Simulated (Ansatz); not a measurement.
Reaction (redistribution): `COB(N)[SiH3]` + `F[CH2][GeH2][Cl]` → `NB([SiH3])CF` + `C[O][GeH2][Cl]`

Computed with Ansatz on PBE0-D4/def2-TZVP structures; ΔE is electronic, products minus reactants. CCSD(T)/CBS adds triple-zeta CCSD(T) − MP2 to the extrapolated MP2 energy (def2 sets, frozen cores). DFT in def2-TZVPP. For Ge outer-core shells are correlated without core-valence functions, which leaves a few kJ/mol of doubt a bond. Scalar relativity is left out up to krypton. Each species was taken in one conformer, which may not be the lowest.

`COB(N)[SiH3]`:

Cartesian coordinates in Å:
```
C 1.861 -0.466 0.562
O 1.199 0.625 -0.024
B -0.140 0.640 -0.295
N -0.656 1.803 -0.882
Si -1.413 -0.902 0.098
H 1.180 -1.295 0.783
H 2.332 -0.147 1.495
H 2.638 -0.827 -0.116
H -1.624 1.914 -1.120
H -0.076 2.597 -1.100
H -1.466 -1.246 1.549
H -1.037 -2.153 -0.624
H -2.797 -0.542 -0.326
```

`F[CH2][GeH2][Cl]`:

Z-matrix (Å, degrees):
```
C
Ge 1 1.969
F 1 1.380 2 110.6
H 1 1.095 2 109.9 3 120.0
H 1 1.093 2 110.0 3 -120.3
Cl 2 2.155 1 107.8 3 72.2
H 2 1.536 1 110.4 3 -171.2
H 2 1.532 1 111.7 3 -45.4
```

`NB([SiH3])CF`:

```xyz
12

N     0.258   -0.218    1.608
B     0.138   -0.008    0.246
Si   -1.632   -0.291   -0.693
C     1.424    0.456   -0.540
F     2.537    0.590    0.297
H    -0.494   -0.514    2.206
H     1.139   -0.079    2.081
H    -2.109    0.958   -1.353
H    -2.687   -0.726    0.268
H    -1.530   -1.332   -1.756
H     1.691   -0.258   -1.330
H     1.265    1.423   -1.034
```

`C[O][GeH2][Cl]`:

```xyz
9

C     1.036   -0.630   -0.753
O    -0.191   -0.813   -0.083
Ge   -0.927    0.599    0.686
Cl   -2.750   -0.134    1.520
H     1.336   -1.595   -1.166
H     0.954    0.084   -1.582
H     1.831   -0.287   -0.077
H    -1.257    1.666   -0.370
H    -0.032    1.111    1.825
```

```tsv
species	PBE-D4 energy (Eh)
`COB(N)[SiH3]`	-487.00405
`F[CH2][GeH2][Cl]`	-2677.00698
`NB([SiH3])CF`	-510.98065
`C[O][GeH2][Cl]`	-2653.00978
```

Problem. Work out ΔE.

Solution. ΔE = (-510.98065) + (-2653.00978) − (-487.00405) − (-2677.00698) = 0.02060 Eh = +54.1 kJ/mol. CCSD(T)/CBS gives +49.5 kJ/mol.

Largest T1 diagnostic among the species: 0.013.
